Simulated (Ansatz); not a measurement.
Input file for Ansatz (an electronic-structure program): U-CCSD(T)/aug-cc-pVDZ on O (SMILES [O]).

Ansatz 0.2 input:
```yaml
crystal:
  periodic: [false, false, false]
  atoms:
    - {symbol: O, position_ang: [0.00000000, 0.00000000, 0.00000000]}
basis:
  gaussian:
    orbitals: aug-cc-pVDZ
magnetization: {spin_polarized: true, initial_magnetization: 2}
correlation: {method: ccsd_t, electrons: outside_noble_gas}
scf: {omitted_lower_state_checks: [cluster_reference]}
```

Task: Predict the final total energy.

Result: -74.9257 hartree (reference determinant -74.7966, T1 diagnostic 0.010).
